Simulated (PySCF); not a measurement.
**Ne (neon, neutral): LDA calculation**

Configuration: [Ne], closed-shell 1S. Computed with PySCF 2.14 in x2c-SVPall (3s2p1d, 14 functions), with the spin-free X2C one-electron Hamiltonian (Gaussian nucleus).

```json
{
 "Total energy": "-128.1875 hartree",
 "One-electron energy": "-182.5137 hartree",
 "Hartree (Coulomb) energy": "66.1014 hartree",
 "Exchange-correlation energy": "-11.7752 hartree",
 "⟨S²⟩": "0.0000",
 "⟨L²⟩": "0.000",
 "Sum of ⟨r⟩": "7.856 bohr",
 "Sum of ⟨r²⟩": "9.131 bohr²",
 "Langevin diamagnetic susceptibility": "-7.23 ×10⁻⁶ cm³/mol",
 "Time after the integrals": "0.04 s of wall time on 1 thread of Neoverse-V2 (shared host)"
}
```

```tsv
shell	electrons	mean orbital energy (eV)	rms radius, mean of both spins (bohr)
1s	2	-824.57	0.184
2s	2	-34.210	1.00
2p	6	-12.364	1.08
```
